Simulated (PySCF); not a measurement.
## The third ionisation energy along group 15

Calculated with PySCF 2.14 from differences of total energies of unrestricted determinants, without spin-orbit coupling. Values in eV. The last column holds reference values (NIST; (s) semi-empirical, (t) theoretical, else measured). Unmarked ones compare directly (S terms, centres of terms, or small fine structure); those marked * lie between the lowest fine-structure levels and include a spin-orbit shift.

```json
{"element": "N (dyall-av3z, spin-free X2C)", "configurations": "[He] 2s2 2p1 → [He] 2s2", "LDA": "47.867", "PBE0": "48.005", "r2SCAN": "48.215", "TPSSh": "48.197", "MP2 (valence)": "47.485", "SCS-MP2 (valence)": "47.431", "reference": "47.445 (s) *"}
{"element": "P (dyall-av3z, spin-free X2C)", "configurations": "[Ne] 3s2 3p1 → [Ne] 3s2", "LDA": "30.193", "PBE0": "30.251", "r2SCAN": "30.357", "TPSSh": "30.356", "MP2 (valence)": "29.870", "SCS-MP2 (valence)": "29.859", "reference": "30.203 *"}
{"element": "As (dyall-av3z, spin-free X2C)", "configurations": "[Ar] 3d10 4s2 4p1 → [Ar] 3d10 4s2", "LDA": "28.251", "PBE0": "28.113", "r2SCAN": "28.316", "TPSSh": "28.127", "MP2 (valence)": "27.746", "SCS-MP2 (valence)": "27.735", "reference": "28.349 ± 0.012 *"}
```

"Valence" correlates the outer s and p shells and, in groups 3 to 12 and the f block, the outer d or f shell, open or full, or the next shell where the ion has no valence electron left; the wider scheme adds the next inner shell.
